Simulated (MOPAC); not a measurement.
Input for MOPAC: PM7 on H4OSeSi (SMILES [SiH3]O[SeH]), a point of a torsion scan.

```
PM7 1SCF PRECISE CHARGE=0 THREADS=1
H4OSeSi

Si     0.88248598 1    -0.24466859 1     0.07591995 1
O     -0.18671411 1     0.95588061 1    -0.20054275 1
Se    -1.99222237 1     1.08210418 1    -0.01427586 1
H      0.56286480 1    -1.41199454 1    -0.75091873 1
H      2.08309969 1     0.47280488 1    -0.32231991 1
H      0.84614435 1    -0.64467028 1     1.48557531 1
H     -2.21612511 1    -0.27424342 1     0.48015343 1
```

Program output:

```
*******************************************************************************
 **                                                                           **
 **                              MOPAC v23.2.5                                **
 **                                                                           **
 *******************************************************************************
 ** MOPAC's Digital Object Identifier: https://doi.org/10.5281/zenodo.6511958 **
 **                                                                           **
 ** Please cite the open-source release paper for use of this MOPAC version:  **
 ** J. E. Moussa and J. J. P. Stewart (2026)                                  **
 ** MOPAC: An open-source semiempirical molecular orbital program             **
 ** J. Open Source Softw., 11(119), 8025, https://doi.org/10.21105/joss.08025 **
 *******************************************************************************

                              PM7 CALCULATION RESULTS

 *******************************************************************************
 *  PM7        - The PM7 Hamiltonian to be used
 *
 *
 *
 *                 CHARGE ON SYSTEM = 0
 *
 *
 *
 *  PRECISE    - TIGHTER CRITERIA TO BE USED
 *  1SCF       - DO 1 SCF AND THEN STOP
 *  THREADS=1  - MULTI-THREADING NOT USED
 *  T=         - A TIME OF 172800.0 SECONDS REQUESTED
 *  DUMP=N     - RESTART FILE WRITTEN EVERY 7200.0 SECONDS REQUESTED
 *******************************************************************************
PM7 1SCF PRECISE CHARGE=0 THREADS=1
 H4OSeSi

   ATOM   CHEMICAL          X               Y               Z
  NUMBER   SYMBOL      (ANGSTROMS)     (ANGSTROMS)     (ANGSTROMS)

     1      Si          0.88248598  *  -0.24466859  *   0.07591995  *
     2       O         -0.18671411  *   0.95588061  *  -0.20054275  *
     3      Se         -1.99222237  *   1.08210418  *  -0.01427586  *
     4       H          0.56286480  *  -1.41199454  *  -0.75091873  *
     5       H          2.08309969  *   0.47280488  *  -0.32231991  *
     6       H          0.84614435  *  -0.64467028  *   1.48557531  *
     7       H         -2.21612511  *  -0.27424342  *   0.48015343  *



          CARTESIAN COORDINATES

    NO.       ATOM           X           Y           Z

     1        Si          0.8825     -0.2447      0.0759
     2         O         -0.1867      0.9559     -0.2005
     3        Se         -1.9922      1.0821     -0.0143
     4         H          0.5629     -1.4120     -0.7509
     5         H          2.0831      0.4728     -0.3223
     6         H          0.8461     -0.6447      1.4856
     7         H         -2.2161     -0.2742      0.4802

 General Reference for PM7:
 "Optimization of Parameters for Semiempirical Methods VI: More Modifications to the
 NDDO Approximations and Re-optimization of Parameters", J. J. P. Stewart, J. Mol. Mod., 1:32, 19 (2013)
 https://link.springer.com/article/10.1007/s00894-012-1667-x

           Empirical Formula: H4 O Si Se  =     7 atoms



      MOLECULAR POINT GROUP   :   Cs


      RHF CALCULATION, NO. OF DOUBLY OCCUPIED LEVELS = 10


 -------------------------------------------------------------------------------
 PM7 1SCF PRECISE CHARGE=0 THREADS=1
 H4OSeSi



     1SCF WAS SPECIFIED, SO BFGS WAS NOT USED
     SCF FIELD WAS ACHIEVED


                              PM7 CALCULATION
                                                       MOPAC v23.2.5 Linux




          FINAL HEAT OF FORMATION =        -83.73017 KCAL/MOL =    -350.32703 KJ/MOL


          COSMO AREA              =        118.40 SQUARE ANGSTROMS
          COSMO VOLUME            =        107.52 CUBIC ANGSTROMS

          IONIZATION POTENTIAL    =          7.850110 EV
          HOMO LUMO ENERGIES (EV) =         -7.850 -0.672
          NO. OF FILLED LEVELS    =         10
          MOLECULAR WEIGHT        =        127.0765         POINT GROUP:  Cs

          MOLECULAR DIMENSIONS (Angstroms)

            Atom       Atom       Distance
            H     7    H     5     4.43682
           Se     3    H     4     2.91536
            H     6   Se     3     2.17367


          SCF CALCULATIONS        =          1





   ATOM   CHEMICAL          X               Y               Z
  NUMBER   SYMBOL      (ANGSTROMS)     (ANGSTROMS)     (ANGSTROMS)

     1      Si          0.88248598  *  -0.24466859  *   0.07591995  *
     2       O         -0.18671411  *   0.95588061  *  -0.20054275  *
     3      Se         -1.99222237  *   1.08210418  *  -0.01427586  *
     4       H          0.56286480  *  -1.41199454  *  -0.75091873  *
     5       H          2.08309969  *   0.47280488  *  -0.32231991  *
     6       H          0.84614435  *  -0.64467028  *   1.48557531  *
     7       H         -2.21612511  *  -0.27424342  *   0.48015343  *

                             CARTESIAN COORDINATES

   1   Si        0.882485980    -0.244668590     0.075919950
   2    O       -0.186714110     0.955880610    -0.200542750
   3   Se       -1.992222370     1.082104180    -0.014275860
   4    H        0.562864800    -1.411994540    -0.750918730
   5    H        2.083099690     0.472804880    -0.322319910
   6    H        0.846144350    -0.644670280     1.485575310
   7    H       -2.216125110    -0.274243420     0.480153430


           Empirical Formula: H4 O Si Se  =     7 atoms



      MOLECULAR POINT GROUP   :   Cs


                  EIGENVALUES
 -27.48058 -22.96921 -17.71142 -14.32375 -13.57669 -13.57139 -11.39417 -11.37560
 -10.76960  -7.85011  -0.67203   1.34272   2.17090   2.90693   3.20671   8.11242
  22.28362  22.58725  23.16679  23.54312  24.66510


              NET ATOMIC CHARGES AND DIPOLE CONTRIBUTIONS

  ATOM NO.   TYPE          CHARGE      No. of ELECS.   s-Pop       p-Pop       d-Pop
    1         Si           0.204253        3.7957     0.91726     2.67465     0.20384
    2          O          -0.765147        6.7651     1.75135     5.01380
    3         Se           0.408855        5.5911     1.94182     3.64933
    4          H           0.026906        0.9731     0.97309
    5          H           0.064241        0.9358     0.93576
    6          H           0.026891        0.9731     0.97311
    7          H           0.034001        0.9660     0.96600
 DIPOLE           X         Y         Z       TOTAL
 POINT-CHG.    -1.897    -1.793     0.857     2.748
 HYBRID        -0.038    -0.329     0.118     0.351
 SUM           -1.936    -2.121     0.975     3.033


          ATOMIC ORBITAL ELECTRON POPULATIONS

     Atom    s        px        py        pz      x^2-y^2     xz        z^2       yz        xy
    1 Si   0.91726   0.80914   0.82874   1.03677   0.04865   0.01966   0.03700   0.04531   0.05321
    2  O   1.75135   1.41858   1.69692   1.89829
    3 Se   1.94182   0.58997   1.17552   1.88383
    4  H   0.97309
    5  H   0.93576
    6  H   0.97311
    7  H   0.96600

 **********************
 *                    *
 * JOB ENDED NORMALLY *
 *                    *
 **********************




 == MOPAC DONE ==
```

The run finished.

Cost: around 0.010 core-seconds (rough).
